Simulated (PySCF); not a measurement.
Structure with atom numbers: `[CH2:1]=[C:2]([C:3]#[C:4][SiH2:5][CH3:6])[C:7]([Cl:8])([Cl:9])[Cl:10]`. Each H is labelled by its parent atom. Ha(C1) is cis to C3; Hb(C1) is trans to C3.

Level of theory: σ from GIAO-PBE0/pcSseg-1, structure optimised with GFN2-xTB, in PySCF 2.14.0 with density-fitted response routines (no relativistic terms, a single conformation, in vacuum, fast rotation and ring inversion assumed for equivalent nuclei).

Scale: $^{13}$C (σref 186.93) vs TMS (reference shieldings calculated alike).

Do the $^{13}$C shifts follow the atomic charges (in e)? Tabulate both.

Answers


```tsv
atoms	hybridisation	δ (ppm)	σ para (ppm)	Hirshfeld	IAO	Mulliken	ESP-fitted
C2	sp2	141.7	-216	-0.02	-0.02	-0.37	+0.61
C1	sp2	132.4	-192	-0.07	-0.26	+0.03	-0.40
C7	sp3	120.6	-172	+0.10	+0.03	-0.38	-0.77
C3	sp	109.2	-179	-0.06	-0.03	+0.40	-0.30
C4	sp	105.7	-180	-0.15	-0.32	-0.42	-0.20
C6	sp3	-5.3	-60	-0.21	-0.71	-0.63	-0.54
```

Correlation coefficients of δ with charge over these carbons: Hirshfeld +0.69, IAO +0.87, Mulliken +0.46, ESP-fitted +0.40; with the paramagnetic shielding -0.99. With so few points, grouped by hybridisation, these coefficients are fragile. Charge is one influence among several: hybridisation and low-lying excitations act through the paramagnetic term.

Carbons that carry Cl, above all several Cl atoms, come out too deshielded, partly because spin–orbit coupling is missing. Shifts are as computed. Against solution values, carbons near 30 ppm lie about +3 ppm off and those near 130 ppm about +5 ppm; carbons on Cl a further +6 ppm. Of 1309 compounds with measured shifts, 239 miss one by over three times the rms of a fit or turn the order of signals round; such compounds aren't used in these exercises.
